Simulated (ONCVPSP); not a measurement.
# What one change does to a pseudopotential (Cl, ONCV)

ONCVPSP 4.0.1 input, shortened (lines: element, Z, core and valence counts, functional; n l f; lmax; l rc ep ncon nbas qcut; lloc lpopt rc5 dvloc0; l nproj debl; icmod fcfact rcfact), BLYP, scalar-relativistic:

```
  Cl 17.00    3    2  -106131      upf
    1    0    2.00
    2    0    2.00
    2    1    6.00
    3    0    2.00
    3    1    3.50
    2
    0    1.05    0.00    3    6    6.60
    1    1.05    0.00    5    9    6.80
    2    1.10    0.09    4    8    8.20
    0    5    1.05    0.00
    0    0    2.40
    1    2    3.50
    2    2    0.70
    3    5.50    1.75
```

Change: core correction Teter function, fcfact 6.7, rcfact 1.75.

Cutoffs: the cutoffs (Ha) at which the residual kinetic energy of the hardest occupied pseudo-wave falls to 1 and 0.1 mHa per electron; they do not see the model core or the augmentation charge, which bear on the density cutoff. Errors are all-electron minus pseudo energies relative to the spin-unpolarised reference configuration.

Question: What does the change do?

Answer: The potential gets neither clearly harder nor softer (208 Ha and 242 Ha → 208 Ha and 242 Ha); both files keep a bound ghost (p); of the 4 tests that both files solve, the error grows in 4 and shrinks in 0 by more than 15 % and 0.3 meV (median size 12.4 → 15.2 meV). A model core, the more so a compact one, raises the density cutoff, which this test does not measure.

```tsv
quantity	base	changed
cutoff, loose	208 Ha	208 Ha
cutoff, tight	242 Ha	242 Ha
bound ghosts	p	p
GHOST(+) flags under 300 eV	none	none
error for 3s2 3p5, meV [ΔE -24.85 eV]	-21	-25
error for 3s2 3p4, meV [ΔE -11.12 eV]	-3.0	-3.8
error for 3s2 3p3, meV [ΔE 14.18 eV]	-4.6	-5.7
error for 3s1 3p6, meV [ΔE -12.70 eV]	-20	-25
s: phases at 1.07 bohr within 0.05 rad from the reference energy up to (Ha; the scan ends near 5)	4.4	4.4
p: phases at 1.07 bohr within 0.05 rad from the reference energy up to (Ha; the scan ends near 5)	to the end of the scan	to the end of the scan
d: phases at 1.12 bohr within 0.05 rad from the reference energy up to (Ha; the scan ends near 5)	to the end of the scan	to the end of the scan
rms error of d²Exc/dni dnj with the model core, mHa	4.85	5.93
```

 A true bound ghost makes a file unfit for plane-wave use even where its test errors are small: the radial tests pick states by their node count and pass the ghost by.
